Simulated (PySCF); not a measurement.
**¹⁷O chemical shifts**

All values are calculated (PySCF): σ from GIAO-PBE0/pcSseg-1, coordinates at the GFN2-xTB level. Non-relativistic, one computed conformer, no solvent model, one averaged value for each set of equivalent atoms.

Shieldings were converted by a linear fit to measured shifts: ¹⁷O: δ = 266.70 − 0.911σ (rms 10.7 ppm, 155 shifts, 12.2 ppm with the 3 outliers that the fit left out vs liquid water, solution or neat liquid). A few per cent of atoms miss by over 2 rms, more outside the fitted compound classes.

(1) Give the ¹⁷O shifts of `CS[Si@@H]1[C@@H](C)[C@@H]1O[SiH3]`, `N#Cc1ccc(O)cc1`, `CO[C@@H]1[C@@H]([SiH3])[Si@@H]1SC`.

(2) Order these by ¹⁷O shift, lowest first.
A. O=C1CCSC[C@H]1CF
B. COc1nnc(C)cc1F
C. CSc1oc2ccccc2p1
D. C=C[Si@H](OC)[SiH2]SC

Results:

(1) 
```json
{"compound": "CS[Si@@H]1[C@@H](C)[C@@H]1O[SiH3]", "environment": "oxygen bonded to C, Si", "δ (ppm)": "-28.0"}
{"compound": "N#Cc1ccc(O)cc1", "environment": "phenol-type oxygen", "δ (ppm)": "85.3"}
{"compound": "CO[C@@H]1[C@@H]([SiH3])[Si@@H]1SC", "environment": "ether oxygen", "δ (ppm)": "-12.9"}
```

(2) D (-37.8 ppm, oxygen bonded to C, Si), B (60.1 ppm, ether oxygen), C (243.0 ppm, aromatic ring oxygen), A (568.6 ppm, ketone oxygen).
